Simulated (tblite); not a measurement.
Compound: C₆H₉O₂ (charge -1).
Atom-mapped SMILES: `[CH2:1]=[C:2]([CH2:3][CH3:4])[CH2:5][C:6](=[O:7])[O-:8]` (hydrogens: H9, H10 on C1; H11, H12 on C3; H13, H14, H15 on C4; H16, H17 on C5)
Bond orders are those of one Lewis drawing.

Computed with GFN2-xTB (tblite), gas phase: L-BFGS steps from a force-field or distance-geometry start until the largest atomic force falls under 0.01 eV/Å.

Step 10: E = -701.4665 eV
```
atom  x, y, z in Å  |  force x, y, z in eV/Å
C1      0.4859    1.9534   -0.6959   -0.010   0.011  -0.015
C2      0.0917    0.7193   -0.3837    0.063   0.036  -0.022
C3      0.7561   -0.4725   -1.0209    0.000  -0.006  -0.025
C4      1.4998   -1.3528   -0.0174   -0.022   0.033  -0.013
C5     -1.0213    0.4668    0.5547    0.015   0.020   0.022
C6     -2.2324   -0.3746   -0.1210    0.065   0.038  -0.033
O7     -2.1669   -1.5948    0.0484   -0.005   0.020  -0.057
O8     -3.0760    0.3097   -0.7007    0.015  -0.044   0.013
H9      0.0134    2.8221   -0.2643    0.024   0.003  -0.029
H10     1.2798    2.1489   -1.4042   -0.049  -0.018  -0.003
H11     1.4589   -0.1222   -1.7859   -0.034  -0.051  -0.013
H12    -0.0167   -1.0766   -1.5016   -0.005   0.002   0.007
H13     0.7904   -1.7852    0.6819    0.014   0.001   0.012
H14     2.2348   -0.7623    0.5301   -0.001  -0.030   0.037
H15     2.0157   -2.1647   -0.5318   -0.008   0.024   0.019
H16    -1.4299    1.4181    0.8967   -0.060   0.024   0.086
H17    -0.6902   -0.1205    1.4117   -0.001  -0.063   0.014
```

Step 11: E = -701.4678 eV
```
atom  x, y, z in Å  |  force x, y, z in eV/Å
C1      0.4867    1.9546   -0.6957   -0.022   0.007  -0.029
C2      0.0924    0.7210   -0.3846    0.055   0.012   0.032
C3      0.7557   -0.4710   -1.0200   -0.002  -0.021  -0.026
C4      1.4991   -1.3514   -0.0165   -0.013   0.013  -0.001
C5     -1.0183    0.4665    0.5545   -0.038   0.004   0.027
C6     -2.2305   -0.3745   -0.1231    0.071   0.029  -0.026
O7     -2.1640   -1.5952    0.0444   -0.001   0.032  -0.057
O8     -3.0750    0.3095   -0.7013    0.013  -0.033   0.010
H9      0.0153    2.8235   -0.2663    0.008   0.027  -0.011
H10     1.2758    2.1466   -1.4078   -0.003   0.004  -0.032
H11     1.4557   -0.1221   -1.7875   -0.018  -0.055  -0.020
H12    -0.0201   -1.0742   -1.4965    0.000  -0.012  -0.005
H13     0.7889   -1.7851    0.6820    0.024   0.013   0.001
H14     2.2355   -0.7639    0.5332   -0.018  -0.024   0.025
H15     2.0155   -2.1637   -0.5305   -0.015   0.029   0.015
H16    -1.4271    1.4155    0.9010   -0.070   0.049   0.079
H17    -0.6926   -0.1240    1.4107    0.029  -0.074   0.016
```

Step 12: E = -701.4692 eV
```
atom  x, y, z in Å  |  force x, y, z in eV/Å
C1      0.4873    1.9561   -0.6961   -0.030   0.002  -0.042
C2      0.0939    0.7230   -0.3849    0.022  -0.011   0.088
C3      0.7551   -0.4696   -1.0194   -0.009  -0.027  -0.011
C4      1.4982   -1.3495   -0.0154    0.002  -0.011   0.013
C5     -1.0154    0.4665    0.5550   -0.072  -0.006   0.042
C6     -2.2270   -0.3739   -0.1260    0.051   0.012  -0.014
O7     -2.1606   -1.5950    0.0387    0.021   0.032  -0.052
O8     -3.0736    0.3089   -0.7018    0.012  -0.002  -0.001
H9      0.0176    2.8257   -0.2687   -0.007   0.047   0.006
H10     1.2713    2.1440   -1.4126    0.042   0.028  -0.060
H11     1.4519   -0.1232   -1.7899    0.002  -0.053  -0.029
H12    -0.0240   -1.0718   -1.4911    0.001  -0.026  -0.016
H13     0.7877   -1.7849    0.6823    0.024   0.021  -0.005
H14     2.2360   -0.7662    0.5374   -0.033  -0.008   0.011
H15     2.0149   -2.1619   -0.5287   -0.015   0.024   0.005
H16    -1.4255    1.4130    0.9076   -0.062   0.048   0.059
H17    -0.6949   -0.1292    1.4097    0.052  -0.068   0.007
```

Q: Estimate the geometry and energy of step 13. (The exact step hangs on the optimiser's Hessian estimate; all steps are aligned on step 12, rigid shifts and turns removed.)

A: E = -701.4708 eV, largest force 0.124 eV/Å
```
atom  x, y, z in Å  |  force x, y, z in eV/Å
C1      0.4875    1.9579   -0.6973   -0.031  -0.001  -0.051
C2      0.0960    0.7252   -0.3837   -0.019  -0.023   0.120
C3      0.7543   -0.4685   -1.0189   -0.017  -0.022   0.014
C4      1.4971   -1.3474   -0.0140    0.015  -0.032   0.022
C5     -1.0131    0.4666    0.5566   -0.075  -0.009   0.058
C6     -2.2219   -0.3727   -0.1297    0.007  -0.006   0.001
O7     -2.1560   -1.5943    0.0311    0.052   0.020  -0.045
O8     -3.0717    0.3083   -0.7024    0.013   0.039  -0.017
H9      0.0201    2.8291   -0.2715   -0.015   0.050   0.014
H10     1.2667    2.1416   -1.4192    0.066   0.045  -0.070
H11     1.4476   -0.1257   -1.7935    0.017  -0.046  -0.028
H12    -0.0284   -1.0697   -1.4854    0.001  -0.038  -0.021
H13     0.7868   -1.7843    0.6827    0.013   0.022  -0.005
H14     2.2360   -0.7690    0.5425   -0.042   0.019  -0.004
H15     2.0139   -2.1594   -0.5266   -0.008   0.005  -0.011
H16    -1.4250    1.4107    0.9167   -0.041   0.025   0.031
H17    -0.6967   -0.1364    1.4085    0.065  -0.048  -0.009
```

The energy changes by -0.0016 eV. The first-order estimate −F·Δx gives -0.0022 eV and the mean of the old and new forces, exact on a quadratic surface, -0.0016 eV. The step makes an angle of 67° with the force vector and moves no atom by more than 0.009 Å.

What follows is the cost of the whole relaxation. Hardware: an Intel Xeon with one thread, no GPU, shared host. Cost: 1.1 s.
